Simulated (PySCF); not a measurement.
**Bond length, frequency and bond energy of PSe⁺ by level of theory**

State: ¹Σ⁺ (singlet), closed shell. Set-up: basis P def2-SVP, Se def2-SVP; no relativity; PySCF 2.14. De refers to P + Se⁺ in their high-spin ground configurations, without counterpoise correction. A positive dipole points towards Se; it is taken about the centre of mass and depends on that origin.

```tsv
Level	Re (Å)	ωe (cm⁻¹)	De (eV)	μ (D)	CPU s a point (SCF and correlation, without the integrals)
RHF	1.925	760	1.92	-2.57	0.1
RHF-MP2	2.004	591	4.84	n/a	0.15
RHF-SCS-MP2	1.998	603	4.78	n/a	n/a
RHF-CCSD	1.976	661	4.33	n/a	n/a
RHF-CCSD(T)	1.995	623	4.69	n/a	1
PBE	1.989	636	5.98	-2.22	0.68
PBEsol	1.981	645	6.31	-2.23	1.1
r²SCAN	1.971	663	5.50	-2.26	1
M06-L	1.968	668	5.63	-1.92	1.5
PBE0	1.960	684	5.37	-2.28	1.4
r²SCAN0	1.951	698	5.04	-2.32	1
CAM-B3LYP	1.950	702	5.43	-2.36	1.2
```

Q: Which functional lies closest to RHF-CCSD(T) in De, which farthest, and by how much do they differ from it?

A: Closest is r²SCAN0 (-4.4 pm in Re, +12.0 % in ωe, +0.35 eV in De against RHF-CCSD(T) in the same basis), farthest PBEsol (-1.4 pm in Re, +3.5 % in ωe, +1.62 eV in De). CCSD(T) converges more slowly with the basis than the functionals do and binds too weakly in this one, so the order can change at the basis-set limit.

Q: What does a quarter of exact exchange do here, going from PBE to PBE0?

A: PBE0 less PBE: -2.9 pm in Re, +7.5 % in ωe, -0.61 eV in De. Exact exchange removes part of the self-interaction that spreads semilocal densities, and in most molecules shortens and stiffens the bond and lowers De; so it does here.

Q: What does second-order correlation do here, going from RHF to RHF-MP2?

A: RHF-MP2 less RHF: +7.9 pm in Re, -22.2 % in ωe, +2.92 eV in De. Correlation nearly always deepens the well. The bond lengthens, as in strong covalent bonds, where excitations into antibonding orbitals dominate.

Correlated steps freeze 14 core orbitals. Correlated levels converge slowly with the basis: in double zeta they bind strong bonds too weakly, by up to about 1 eV, and carry superposition errors of some tenths. For an ion De counts to the pair picked by the measured ionisation energies or electron affinities, which need not be the lowest pair at this level. Where the molecule has an RHF reference, its open-shell atoms are computed with UHF.

The whole job (state search and all levels along the bond) took about 2.7 min on 1 thread of Intel Xeon Platinum 8488C (shared host), peak memory 0.61 GiB.
